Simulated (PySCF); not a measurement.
**`COC[C@@H]1C[C@@H]1C#N`, C6H9NO**

Geometry:
```tsv
atom	x (Å)	y (Å)	z (Å)
C1	2.537	0.937	0.103
O2	1.356	0.611	0.787
C3	0.659	-0.469	0.209
C4	-0.659	-0.615	0.927
C5	-1.818	-1.274	0.257
C6	-1.842	0.220	0.481
C7	-1.702	1.069	-0.648
N8	-1.599	1.738	-1.571
H9	2.326	1.228	-0.933
H10	2.979	1.778	0.633
H11	3.240	0.095	0.099
H12	0.492	-0.284	-0.864
H13	1.249	-1.397	0.308
H14	-0.545	-0.743	1.996
H15	-2.487	-1.881	0.848
H16	-1.690	-1.620	-0.758
H17	-2.502	0.620	1.243
```

The calculation used TDDFT LC-wPBE/aug-cc-pVDZ circular dichroism and optical rotation, one conformer, gas phase in PySCF 2.14.0. Geometry: GFN2-xTB.

The molecule is flexible and this is one conformer; a measurement averages over conformers.

(1) Draw the ECD and absorption spectra from the lowest 12 states, each a Gaussian of half-width 0.25 eV at 1/e height.

Answers

(1) 
| E (eV) | λ (nm) | Δε (L mol⁻¹ cm⁻¹) | ε (L mol⁻¹ cm⁻¹) |
| --- | --- | --- | --- |
| 6.84 | 181 | +0.07 | 29.5 |
| 6.94 | 179 | +0.30 | 126 |
| 7.04 | 176 | +0.98 | 390 |
| 7.14 | 174 | +2.32 | 882 |
| 7.24 | 171 | +3.98 | 1450 |
| 7.34 | 169 | +5.00 | 1740 |
| 7.44 | 167 | +4.56 | 1570 |
| 7.54 | 164 | +2.89 | 1240 |
| 7.64 | 162 | +0.67 | 1360 |
| 7.74 | 160 | -2.17 | 2340 |
| 7.84 | 158 | -6.25 | 3890 |
| 7.94 | 156 | -10.95 | 5060 |
| 8.04 | 154 | -13.47 | 4990 |
| 8.14 | 152 | -11.20 | 3820 |
| 8.24 | 150 | -5.39 | 2460 |
| 8.34 | 149 | -1.60 | 1680 |
| 8.44 | 147 | -4.98 | 1690 |
| 8.54 | 145 | -14.67 | 2330 |
| 8.64 | 144 | -23.26 | 3250 |
| 8.74 | 142 | -23.71 | 3930 |

Δε uses R in velocity form, ε uses f in length form. Only the states computed contribute, so the short-wavelength end is incomplete.
